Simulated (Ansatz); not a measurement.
`[Cl][SnH2][Br]` + H–F → `[F][SnH2][Br]` + HCl at 400 K and 1 bar (ligand exchange at the Sn–Cl bond).

Isolated molecules relaxed with PBE0-D4/def2-TZVP in Ansatz; ΔE leaves out vibrations. CBS: MP2 limit from def2 TZ/QZ plus the TZ coupled-cluster correction, frozen cores. This one scheme is used for every species. Elements past krypton have def2 core potentials. For Br, Sn outer-core shells are correlated without core-valence functions, which leaves a few kJ/mol of doubt a bond. Scalar relativity is left out up to krypton.

```tsv
species	CCSD(T)/CBS energy (Eh)	H − E (kJ/mol)	S (J/(mol·K))
`[Cl][SnH2][Br]`	-3248.40375	65.4	354.7
H–F	-100.39570	36.5	182.2
`[F][SnH2][Br]`	-2888.40380	66.4	342.9
HCl	-460.38127	29.6	195.4
```

H − E and S are ideal-gas, rigid-rotor, harmonic terms from PBE0-D4/def2-TZVP. 1 Eh = 2625.50 kJ/mol, R = 8.31446 J/(mol·K).

**Question.** By hand: ΔE, ΔH, ΔS and ΔG.

**Answer.** ΔE = (-2888.40380) + (-460.38127) − (-3248.40375) − (-100.39570) = 0.01438 Eh = 37.8 kJ/mol. Δ(H − E) = 66.4 + 29.6 − 65.4 − 36.5 = -5.9, so ΔH = 31.9 kJ/mol. ΔS = 342.9 + 195.4 − 354.7 − 182.2 = 1.4 J/(mol·K). ΔG = 31.9 − 400 × (1.4)/1000 = 31.3 kJ/mol.

**Question.** By hand: the equilibrium constant, and the temperature at which ΔG would vanish if ΔH and ΔS stayed fixed.

**Answer.** log₁₀ K = −ΔG/(RT ln 10) = -4.1. ΔG = 0 at ΔH/ΔS = 22786 K, far beyond where these terms or the molecules hold.

The number of gas molecules stays the same, so ΔS is small and ΔH decides. A doubt of 5 kJ/mol in ΔE shifts log₁₀ K by 0.7 here. These are equilibria of isolated gas molecules and say nothing of rates. Largest T1 diagnostic: 0.012 (customary marks: 0.02 for closed shells, 0.045 for open ones).
